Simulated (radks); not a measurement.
Tl3+, 78 electrons, occupied as [Xe] 4f14 5d10 (the NIST ground configuration). Method: Dirac Kohn-Sham, LDA (Slater exchange, Perdew-Wang correlation), spin-unpolarised, spherical densities, point nucleus; computed with a radial shooting solver on a logarithmic mesh with Libxc functionals.

Spin-orbit splittings of the eigenvalues, e(l+1/2) - e(l-1/2), with zeta = 2 splitting/(2l+1) and mean radii in bohr:

| shell | occ. | splitting (eV) | zeta (eV) | <r> j=l-1/2 | <r> j=l+1/2 |
|---|---|---|---|---|---|
| 2p | 6 | 2064 | 1376 | 0.05591 | 0.06470 |
| 3p | 6 | 458.7 | 305.8 | 0.1675 | 0.1836 |
| 3d | 10 | 98.02 | 39.21 | 0.1596 | 0.1644 |
| 4p | 6 | 111.8 | 74.53 | 0.3932 | 0.4278 |
| 4d | 10 | 20.85 | 8.342 | 0.4336 | 0.4447 |
| 4f | 14 | 4.604 | 1.315 | 0.4645 | 0.4710 |
| 5p | 6 | ? | ? | 0.9398 | 1.034 |
| 5d | 10 | 2.325 | 0.9299 | 1.317 | 1.362 |

Estimate the 5p splitting.

Answer. 20.47 eV (zeta = 13.65 eV).
